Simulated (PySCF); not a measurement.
Species: SnMe3(NHMe), C4H13NSn.
Structure used (PBE0-D3(BJ)/def2-SVP), in Å, numbered top down from 1:
```
atom  x, y, z in Å
Sn1    0.0135    0.4799    0.0149
C2     0.0248    0.3817    2.1619
H3     0.4352    1.3096    2.5862
H4     0.6404   -0.4613    2.5071
H5    -1.0020    0.2447    2.5297
C6     2.0329    0.4236   -0.7498
H7     2.6220    1.2597   -0.3445
H8     2.0271    0.4969   -1.8470
H9     2.5206   -0.5194   -0.4625
C10   -1.0495    2.1972   -0.7194
H11   -0.9525    2.2763   -1.8119
H12   -0.6494    3.1154   -0.2657
H13   -2.1149    2.1114   -0.4632
N14   -1.0742   -1.1468   -0.6028
C15   -0.6192   -2.4835   -0.3039
H16   -1.4101   -1.0704   -1.5592
H17    0.2699   -2.8313   -0.8735
H18   -0.3579   -2.5642    0.7652
H19   -1.4194   -3.2261   -0.4772
```

Method: TDDFT B3LYP/def2-SVPD, vertical, gas phase, core orbitals frozen in the response, def2 core potentials past Kr in PySCF. Spin–orbit coupling is left out.

Ground-to-excited transition dipoles (e·a0, same axes as the geometry; the sign carries no meaning), for the states with f of 0.002 or more among the lowest 8:

| state | E (hartree) | μx | μy | μz |
| --- | --- | --- | --- | --- |
| S1 | 0.1777 | -0.382 | -0.138 | 0.218 |
| S2 | 0.2078 | 0.021 | -0.205 | -0.084 |
| S3 | 0.2081 | -0.155 | 0.002 | 0.037 |
| S4 | 0.2201 | 0.021 | 0.181 | 0.049 |
| S5 | 0.2310 | 0.436 | 0.335 | -0.075 |
| S6 | 0.2460 | 0.387 | -0.278 | -0.376 |
| S7 | 0.2477 | 0.390 | -0.350 | 0.395 |
| S8 | 0.2481 | 0.101 | 0.125 | -0.404 |

**Question.** Work out the oscillator strengths.

**Answer.** f = (2/3) ΔE |μ|² with ΔE in hartree (27.2114 eV).

```csv
state,|μ|² (au),|μ| (D),f
S1,0.213,1.17,0.025
S2,0.050,0.57,0.007
S3,0.025,0.40,0.004
S4,0.036,0.48,0.005
S5,0.307,1.41,0.047
S6,0.369,1.54,0.061
S7,0.430,1.67,0.071
S8,0.189,1.11,0.031
```

**Question.** Which bond between heavy atoms lies closest to the direction of the S7 transition dipole?

**Answer.** Sn1–C10, at 22° from it; next N14–C15 at 36°.

**Question.** What angle do the transition dipoles of S6 and S8 make?

**Answer.** |cos θ| = |μa·μb| / (|μa| |μb|) = 0.59, so θ ≈ 54° (taken between 0 and 90°, since the signs are arbitrary).

**Question.** How is the summed strength of these states shared among x, y and z?

**Answer.** (2/3) Σ ΔE μα² gives 0.101 for x, 0.066 for y and 0.084 for z, 0.251 in all.

**Question.** What peak molar absorption coefficient would the strongest computed level give as a lone Gaussian band 0.4 eV wide at half height?

**Answer.** ε(max) = 2.175×10⁸ f / FWHM, with the width in cm⁻¹. S7: 2.175×10⁸ × 0.0710 / 3226 ≈ 4800 L mol⁻¹ cm⁻¹.

S2/S3 coincide within about 0.01 eV; within a degenerate level the directions of the single components are arbitrary.
